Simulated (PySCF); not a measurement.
A species of formula C6H8OS has this rotational fingerprint, computed with PBE0-D3(BJ)/def2-SVP geometry optimisation, gas phase (PySCF 2.14.0):

```
Rotational constants : A = 3480, B = 1188, C = 1054 MHz
Dipole components    : |μa| = 0.69 D, |μb| = 0.28 D, |μc| = 0.52 D
Inertial defect      : -91.40 u·Å²
κ                    : -0.89
```

Question: Which structure is it? (One computed conformer of each.)
A. `[CH3:1][S:2][CH2:3][c:4]1[cH:5][cH:6][cH:7][o:8]1` with C1–S2–C3–C4 75°, S2–C3–C4–C5 100°
B. `[CH3:1][O:2][CH2:3][c:4]1[cH:5][cH:6][cH:7][s:8]1` with C1–O2–C3–C4 -66°, O2–C3–C4–C5 -56°

Answer: B. It is COCc1cccs1, an asymmetric top, point group C1. The candidates at the same level (rigid rotor, commonest isotopes):

| SMILES | A (MHz) | B (MHz) | C (MHz) | μa (D) | μb (D) | μc (D) | Δ (u·Å²) | point group | rotor |
| --- | --- | --- | --- | --- | --- | --- | --- | --- | --- |
| COCc1cccs1 | 3480 | 1188 | 1054 | 0.69 | 0.28 | 0.52 | -91.40 | C1 | asymmetric top |
| CSCc1ccco1 | 3967 | 1077 | 929.8 | 0.92 | 0.60 | 0.63 | -53.22 | C1 | near-prolate asymmetric top |

`CSCc1ccco1` has A 14 % too high. No structure here is proved a minimum.
